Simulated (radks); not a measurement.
These are the eigenvalues of the occupied orbitals of an atom or ion with whole-number occupations (hartree). All-electron calculation, Dirac Kohn-Sham, PBE, spin-unpolarised, spherical densities, finite nucleus; Fermi nuclear charge, rms radius of each element as measured or else 0.836 A^(1/3) + 0.57 fm. Program: a radial shooting solver on a logarithmic mesh with Libxc functionals.

1s1/2: -1653.253
2s1/2: -269.0693
2p1/2: -254.8395
2p3/2: -234.2514
3s1/2: -59.03501
3p1/2: -52.93174
3p3/2: -48.79179
3d3/2: -38.18200
3d5/2: -37.28480
4s1/2: -12.11389
4p1/2: -9.79185
4p3/2: -8.88920
4d3/2: -5.07041
4d5/2: -4.91008
5s1/2: -2.01757
5p1/2: -1.39706
5p3/2: -1.27591
4f5/2: -0.56161

Which element is it, and in what charge state? The configuration may be excited. Open shells, if any, fill j = l - 1/2 first.

Answer. Z = 61, promethium, charge +2: Pm2+ in [Xe] 4f5. The list shows which subshells hold electrons but not how many an open one holds; the 1s level, -1653.3 hartree, gives Z - s = 57.5 by -(Z - s)^2/2, which with screening and relativity narrows Z to a few neighbours, and the depths of the outer levels then fix element, charge and occupations together.
